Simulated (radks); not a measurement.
Problem. Coherent X-ray form factor from a spherical all-electron density. All-electron calculation, scalar-relativistic Kohn-Sham, LB94 model potential, spin-polarised, spherical densities, finite nucleus; Fermi nuclear charge, rms radius of each element as measured or else 0.836 A^(1/3) + 0.57 fm. Program: a radial shooting solver on a logarithmic mesh with Libxc functionals.

| sin(theta)/lambda (1/angstrom) | f0 (electrons) |
|---|---|
| 0.05 | 43.130 |
| 0.1 | 40.902 |
| 0.15 | 38.056 |
| 0.2 | 35.135 |
| 0.25 | 32.391 |
| 0.3 | 29.916 |
| 0.4 | 25.834 |
| 0.5 | 22.782 |
| 0.6 | 20.464 |
| 0.8 | 16.935 |
| 1 | 13.971 |
| 1.25 | 10.838 |
| 1.5 | 8.542 |
| 2 | 6.122 |

The species is in the configuration that NIST lists as its ground one. Which atom or ion scatters so?

Solution. Neutral ruthenium, [Kr] 4d7 5s1. Extrapolating in s^2 from the first two rows gives f0(0) = 43.9, near the electron count 44; among species with that count, the fall with angle is slower the higher Z, and the table is that of Z = 44; from so few rows the species is fixed only to a neighbour or two.
